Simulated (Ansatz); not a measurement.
`CB(S)O[SiH3]` + `C#CS` → `C#CS[SiH3]` + `CB(O)S`  (ligand exchange at the Si–O bond)

Program: Ansatz. Geometries: PBE0-D4/def2-TZVP. ΔE: electronic, gas phase. CCSD(T)/CBS is the MP2 limit (def2-TZVPP, def2-QZVPP) plus CCSD(T) − MP2 in def2-TZVPP, frozen cores. This one scheme is used for every species. DFT in def2-TZVPP. Each species was taken in one conformer, which may not be the lowest.

`CB(S)O[SiH3]`:

```xyz
12

C     1.677    1.323    0.256
B     0.600    0.194    0.394
S     0.710   -0.911    1.837
O    -0.365    0.081   -0.554
Si   -1.717   -0.772   -0.930
H     2.205    1.214   -0.697
H     1.184    2.300    0.224
H     2.415    1.336    1.059
H    -0.343   -1.701    1.566
H    -1.666   -1.087   -2.376
H    -1.793   -2.037   -0.151
H    -2.907    0.059   -0.627
```

`C#CS`:

```xyz
5

C     0.161    1.013    0.716
C     0.110    0.142   -0.113
S     0.112   -0.989   -1.355
H     0.199    1.775    1.457
H    -0.582   -1.940   -0.704
```

`C#CS[SiH3]`:

Cartesian coordinates in Å:
```
C 0.601 2.247 0.213
C -0.266 1.418 0.107
S -1.507 0.293 -0.040
Si -0.237 -1.445 -0.130
H 1.366 2.981 0.306
H 0.659 -1.352 -1.307
H 0.557 -1.553 1.116
H -1.173 -2.588 -0.265
```

`CB(O)S`:

Cartesian coordinates in Å:
```
C 0.903 -0.215 -0.610
B -0.501 0.049 0.028
O -1.608 -0.014 -0.758
S -0.720 0.449 1.799
H 1.543 0.669 -0.522
H 1.426 -1.027 -0.098
H 0.818 -0.471 -1.668
H -2.438 0.161 -0.307
H 0.577 0.399 2.135
```

CCSD(T)/CBS gives +6.0 kcal/mol.

**Question.** Another level gave +6.3 kcal/mol. Which?
A. BLYP-D4/def2-TZVPP
B. PBE-D4/def2-TZVPP
C. PBE0-D4/def2-TZVPP
D. r2SCAN/def2-TZVPP

**Answer.** A. BLYP-D4 6.3, PBE-D4 2.7, PBE0-D4 3.7, r2SCAN 4.8 kcal/mol.

Largest T1 diagnostic among the species: 0.013.

Leaving LDA and LC-ωPBE aside and taking each functional with its dispersion term where it has one, the values, not all of them listed here, spread over 5.8 kcal/mol, from revPBE-D4 to BHLYP-D4. LDA lies +1.3 kcal/mol from PBE without D4. From BLYP to BHLYP (50 % exact exchange), in def2-TZVPP and without D4, ΔE moves by +2.1 kcal/mol.
